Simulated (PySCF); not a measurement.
## Correlation energy of Mn⁺ (manganese, charge +1)

[Ar] 3d5 4s1, high-spin 7S determinant. All numbers are calculated (PySCF 2.14, the spin-free X2C one-electron Hamiltonian (Gaussian nucleus), in x2c-TZVPPall). Frozen: [Ne]; 14 electrons correlated.

```csv
level,correlation energy (mhartree)
CCSD,-409.26
(T),-7.98
CCSD(T),-417.24
```

Diagnostics: T1 = 0.0089, D1 = 0.0309, largest double amplitude 0.016.

Cost of the coupled-cluster step: about 6 core-seconds, for 14 correlated electrons.

Iterations:

```
CC2 = 0
CCSD nocc = (np.int64(10), np.int64(4)), nmo = (59, 59)
frozen orbitals [[0, 1, 2, 3, 4], [0, 1, 2, 3, 4]]
max_cycle = 100
direct = 0
conv_tol = 1e-08
conv_tol_normt = 1e-06
diis_space = 8
diis_start_cycle = 0
Init t2, MP2 energy = -0.407275376009422
Init E_corr(UCCSD) = -0.407275376113586
cycle = 1  E_corr(UCCSD) = -0.40342390566188  dE = 0.00385147045  norm(t1,t2) = 0.0450883
cycle = 2  E_corr(UCCSD) = -0.408956826495489  dE = -0.00553292083  norm(t1,t2) = 0.0111302
cycle = 3  E_corr(UCCSD) = -0.40891217226781  dE = 4.46542277e-05  norm(t1,t2) = 0.00520159
cycle = 4  E_corr(UCCSD) = -0.409289494028596  dE = -0.000377321761  norm(t1,t2) = 0.00180732
cycle = 5  E_corr(UCCSD) = -0.40927510894241  dE = 1.43850862e-05  norm(t1,t2) = 0.000191263
cycle = 6  E_corr(UCCSD) = -0.409259053160493  dE = 1.60557819e-05  norm(t1,t2) = 4.15118e-05
cycle = 7  E_corr(UCCSD) = -0.409259183330818  dE = -1.30170324e-07  norm(t1,t2) = 1.05725e-05
cycle = 8  E_corr(UCCSD) = -0.409259598982988  dE = -4.1565217e-07  norm(t1,t2) = 2.0732e-06
cycle = 9  E_corr(UCCSD) = -0.409259536339837  dE = 6.26431508e-08  norm(t1,t2) = 4.2774e-07
cycle = 10  E_corr(UCCSD) = -0.409259533046758  dE = 3.29307903e-09  norm(t1,t2) = 4.49879e-08
UCCSD converged
E(UCCSD) = -1157.562185623157  E_corr = -0.4092595330467581
UCCSD(T) correction = -0.00797548154393318
```

This basis was not built for core-valence correlation, so the inner-shell part is incomplete.
